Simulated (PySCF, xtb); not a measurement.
Ge(F)2(Cl)(Me) (CH3ClF2Ge), SMILES [CH3][Ge]([F])([F])[Cl].

Harmonic wavenumbers (cm⁻¹) from GFN2-xTB run with xtb at its own minimum, in rising order: 54, 109, 133, 141, 176, 187, 364, 450, 461, 557, 792, 795, 1281, 1408, 1412, 3024, 3036, 3041.

Task: What does PBE-D3(BJ)/def2-SVP run with PySCF 2.14.0 give at its own minimum? (Estimate from the structure and the level; the computed values follow.)

Result: 55, 139, 160, 182, 222, 238, 424, 605, 702, 715, 787, 790, 1206, 1372, 1375, 3001, 3120, 3121. Paired by order, the mean absolute difference is 64 cm⁻¹ and the zero-point energies are 24.9 and 26.0 kcal/mol.
